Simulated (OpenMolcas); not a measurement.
Cu6+, Ag6+, Au6+: d5 down the group

```yaml
Program: OpenMolcas 26.06
Method: SS-CASPT2, IPEA 0.25 Eh, imaginary shift 0.1 Eh
Basis: ANO-RCC-VTZP
Scalar_Hamiltonian: DKH2, point nucleus
Spin-orbit_coupling: RASSI with atomic mean-field integrals over the reference wave functions, term energies averaged over their components
```

Active space for each ion: 5 electrons in 5 orbitals (d); closed shells correlated by CASPT2: Cu6+ 3s 3p; Ag6+ 4s 4p; Au6+ 5s 5p.

Computed levels in cm-1 above 6S 5/2:

```csv
Level,Cu6+,Ag6+,Au6+
4G 7/2,48150,32320,27840
4G 11/2,48190,32590,30030
4G 9/2,48230,32790,31760
4P 1/2,53310,36570,33740
4D 7/2,57470,38500,38830
4D 1/2,57840,40570,45620
2I 11/2,70340,47160,45640
2I 13/2,70670,48590,50770
2F 7/2(1),77590,55960,65760
weight of 6S in the lowest level (%),100,98,74
```

Mixed levels, with the weight of the term that names them: Ag6+ 4P 1/2 (68 %), Ag6+ 4D 1/2 (69 %), Ag6+ 2F 7/2(1) (55 %), Au6+ 6S 5/2 (74 %), Au6+ 4G 7/2 (54 %), Au6+ 4G 11/2 (69 %), Au6+ 4G 9/2 (74 %), Au6+ 4P 1/2 (59 %), Au6+ 4D 7/2 (50 %), Au6+ 4D 1/2 (68 %), Au6+ 2I 11/2 (67 %), Au6+ 2F 7/2(1) (54 %).

Measured, with the error of the calculation in %. Measured levels: Cu6+, Ag6+ from the list in Gamrath, thesis, University of Mons (2023).

| Level | Cu6+ | Ag6+ |
| --- | --- | --- |
| 4G 7/2 |  | 30378 (+6.4) |
| 4G 11/2 |  | 30662 (+6.3) |
| 4G 9/2 |  | 30907 (+6.1) |
| 4P 1/2 | 51407 (+3.7) | 34605 (+5.7) |
| 4D 7/2 | 55742 (+3.1) | 36485 (+5.5) |
| 4D 1/2 | 56210 (+2.9) | 38685 (+4.9) |
| 2I 11/2 | 67757 (+3.8) | 44011 (+7.1) |
| 2I 13/2 | 67918 (+4.0) | 45546 (+6.7) |
| 2F 7/2(1) | 74408 (+4.3) | 53353 (+4.9) |

Without spin-orbit coupling 4G lies 48170, 32500, 28830 cm-1 above 6S in that order; the difference to the level 4G 7/2, of either sign, comes from spin-orbit coupling, which also lowers the zero.

CASPT2 does not keep the components of a term degenerate, so their means are used; among the terms shown or strongly mixed into the levels shown the widest spread is 220 cm-1 (5d5 2I, Au6+). Terms from blocks run as CI alone lack orbitals of their own. Computed and measured levels are paired by configuration, term and J; levels that our copy of the source lacks, or whose pairing is in doubt (as where it misses far off the trend of its configuration), stay unpaired and out of the deviations. Only configurations of the active space appear.

A number in round brackets counts repeated terms of one configuration in the order of the reference energies.
